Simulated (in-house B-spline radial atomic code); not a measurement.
A fraction x of an electron is removed from 2s in the fluorine ion F⁵⁺, starting from [He] 2s2 and keeping the highest spin. Computed with an all-electron radial atomic-structure program (B-spline basis): non-relativistic revTPSS, spin-polarised, spherical fractional occupations, point nucleus.

| x | E(x) - E(0) (eV) | 2s down level (eV) |
| --- | --- | --- |
| 0 | 0.0000 | -144.609 |
| 0.22 | 32.3726 | -149.657 |
| 0.27 | 39.8834 | -150.774 |
| 0.38 | 56.6016 | -153.180 |
| 0.5 | 75.1354 | -155.694 |
| 0.53 | 79.8154 | -156.300 |
| 0.63 | 95.5434 | -158.239 |
| 0.85 | 130.7936 | -162.266 |
| 0.99 | 153.7946 | -166.209 |
| 1 | 155.4414 | - |

The exact functional would give a straight line between the two integer points. Deviations E(x) - E(0) - x[E(1) - E(0)], in eV: -1.825 at x = 0.22, -2.086 at x = 0.27, -2.466 at x = 0.38, -2.585 at x = 0.5, -2.569 at x = 0.53, -2.385 at x = 0.63, -1.332 at x = 0.85, -0.092 at x = 0.99.

The curve lies below the straight line by up to 2.585 eV (at x = 0.5): convex, the delocalisation error that favours fractional charges.

Question: How well does Slater's transition state (minus the level at half occupation) give the ionisation energy?

Answer: It gives 155.694 eV against 155.441 eV from the two total energies; NIST lists 157.16 eV, ground level to ground level.
